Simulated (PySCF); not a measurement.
Be(Me)(SMe), C2H6BeS, SMILES [CH3][Be][S]C, CAM-B3LYP/def2-SVP optimised geometry.

```
10

Be    -0.10     0.63     0.00
C     -1.77     0.65    -0.01
H     -2.16     1.66    -0.23
H     -2.19     0.36     0.96
H     -2.20    -0.03    -0.77
S      1.81     0.63     0.00
C      2.20    -0.68     1.23
H      1.80    -0.43     2.22
H      3.29    -0.73     1.30
H      1.82    -1.66     0.91
```

Density from PySCF with CAM-B3LYP/def2-TZVP at that geometry.

Minimum of the electron density along straight lines between bonded atoms, close to the bond critical point (lines longer than 1.1 times the sum of covalent radii, or with two minima, are not listed):

```csv
bond,length / Å,ρ at the minimum / e bohr⁻³,∇²ρ there / e bohr⁻⁵,position (fraction from the first atom)
Be1–C2,1.669,0.103,0.35,0.34
C2–H3,1.104,0.261,-0.84,0.64
C2–H4,1.104,0.261,-0.84,0.64
C2–H5,1.103,0.262,-0.84,0.64
Be1–S6,1.903,0.086,0.26,0.31
S6–C7,1.837,0.171,-0.26,0.53
C7–H8,1.097,0.277,-0.95,0.65
C7–H9,1.097,0.277,-0.95,0.65
C7–H10,1.097,0.277,-0.95,0.65
```
